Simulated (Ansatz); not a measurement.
`[NH]=[Nb]([Cl])([Cl])[Cl]` + H–F → `[NH]=[Nb]([F])([Cl])[Cl]` + HCl at 500 K and 1 bar (ligand exchange at the Nb–Cl bond).

Program: Ansatz. Geometries: PBE0-D4/def2-TZVP. ΔE: electronic, gas phase. CCSD(T)/CBS adds triple-zeta CCSD(T) − MP2 to the extrapolated MP2 energy (def2 sets, frozen cores). This one scheme is used for every species. Elements past krypton have def2 core potentials. For Nb outer-core shells are correlated without core-valence functions, which leaves a few kJ/mol of doubt a bond. Each species was taken in one conformer, which may not be the lowest.

```
                    species  CCSD(T)/CBS energy (Eh)  H − E (kJ/mol)  S (J/(mol·K))
`[NH]=[Nb]([Cl])([Cl])[Cl]`              -1491.77122            90.4          418.9
                        H–F               -100.39570            39.4          188.7
 `[NH]=[Nb]([F])([Cl])[Cl]`              -1131.78423            91.3          415.1
                        HCl               -460.38127            32.5          201.9
```

H − E and S are ideal-gas, rigid-rotor, harmonic terms from PBE0-D4/def2-TZVP, for one conformer and one mirror image of each species. 1 Eh = 2625.50 kJ/mol, R = 8.31446 J/(mol·K).

Q: By hand: ΔE, ΔH, ΔS and ΔG.

A: ΔE = (-1131.78423) + (-460.38127) − (-1491.77122) − (-100.39570) = 0.00142 Eh = 3.7 kJ/mol. Δ(H − E) = 91.3 + 32.5 − 90.4 − 39.4 = -6.0, so ΔH = -2.3 kJ/mol. ΔS = 415.1 + 201.9 − 418.9 − 188.7 = 9.4 J/(mol·K). ΔG = -2.3 − 500 × (9.4)/1000 = -7.0 kJ/mol.

Q: By hand: the equilibrium constant, and the temperature at which ΔG would vanish if ΔH and ΔS stayed fixed.

A: log₁₀ K = −ΔG/(RT ln 10) = 0.7. ΔH and −TΔS have one sign here, so there is no such temperature.

TΔS isn't small against ΔH here. A doubt of 5 kJ/mol in ΔE shifts log₁₀ K by 0.5 here. Other conformers and mirror images would add mixing entropy, several J/(mol·K) or more a flexible species. These are equilibria of isolated gas molecules and say nothing of rates. Largest T1 diagnostic: 0.020 (customary marks: 0.02 for closed shells, 0.045 for open ones).

ΔS is within the doubt of such terms, so its sign, and with it that verdict, could turn.
